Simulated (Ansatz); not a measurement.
Reaction (substitution at a C–C bond): `N=C(S)CO` + `O[SiH2]O` → `OCO[SiH2]O` + `N=CS`

Gas-phase electronic energies from Ansatz, PBE0-D4/def2-TZVP geometries. CBS: MP2 limit from def2 TZ/QZ plus the TZ coupled-cluster correction, frozen cores. This one scheme is used for every species. DFT in def2-TZVPP. B3LYP here is the variant with VWN-RPA as its local correlation; programs differ in this. One conformer a species, not always the lowest.

```json
{"level": "PBE-D4", "ΔE (kJ/mol)": "36.3"}
{"level": "r2SCAN-D4", "ΔE (kJ/mol)": "35.7"}
{"level": "PBE0-D4", "ΔE (kJ/mol)": "36.1"}
{"level": "B3LYP-D4", "ΔE (kJ/mol)": "30.7"}
{"level": "B2PLYP", "ΔE (kJ/mol)": "32.5"}
{"level": "MP2/def2-TZVPP", "ΔE (kJ/mol)": "40.6"}
{"level": "SCS-MP2/def2-QZVPP", "ΔE (kJ/mol)": "36.9"}
{"level": "MP2/CBS(def2)", "ΔE (kJ/mol)": "44.8"}
```

(1) What does CCSD(T)/CBS give? (An estimate is asked.)

Largest T1 diagnostic among the species: 0.014.

Results:

(1) Ansatz gave: +38.2 kJ/mol. The listed levels differ from it by -1.9, -2.5, -2.1, -7.5, -5.7, 2.4, -1.3, 6.6 kJ/mol.

In def2-TZVPP, CCSD(T) changes the Hartree–Fock value by +13.3 kJ/mol (the triples alone add +1.9 kJ/mol) and MP2 by +19.9 kJ/mol.
